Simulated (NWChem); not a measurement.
# Basis-set convergence for H5InS

SMILES: S.[InH3]
```xyz
7

In    -0.0207     0.7398     0.0000
H     -0.8754     0.8753    -1.5055
H     -0.8754     0.8753     1.5055
H      1.7170     0.8533     0.0000
S     -0.0439    -2.1419     0.0000
H      0.8759    -2.2927    -0.9778
H      0.8759    -2.2927     0.9778
```
Charge 0, spin multiplicity 1.

All runs are NWChem calculations. All single points use one geometry, from PBE0/def2-SVP with def2 effective core potentials on In, a minimum by its harmonic frequencies.

Quantity: dipole moment at the level B3LYP.

Effective core potentials replace the inner electrons of In; spin-orbit coupling is left out. B3LYP has NWChem's definition, with VWN1-RPA local correlation. The structure started from a generated list of species.

Costs are rough ratios of processor time within this set of runs, SCF included, with def2-SVP as 1.

**Question.** In def2-TZVPP the value is 2.94 D. Among def2-SVP, def2-SVPD, def2-TZVP, def2-TZVPD, which is the smallest basis within 0.1 D of it?

**Answer.** def2-SVPD, with 99 functions against 162 (also within reach: def2-TZVP, def2-TZVPD). def2-TZVPP isn't the basis-set limit itself, and a small set can land close by cancellation.

```json
[
 {"basis": "def2-SVP", "functions": "69", "dipole moment (D)": "3.23", "relative cost": "1"},
 {"basis": "def2-SVPD", "functions": "99", "dipole moment (D)": "2.88", "relative cost": "under 3"},
 {"basis": "def2-TZVP", "functions": "117", "dipole moment (D)": "2.95", "relative cost": "under 3"},
 {"basis": "def2-TZVPD", "functions": "147", "dipole moment (D)": "2.88", "relative cost": "6"},
 {"basis": "def2-TZVPP", "functions": "162", "dipole moment (D)": "2.94", "relative cost": "4"}
]
```
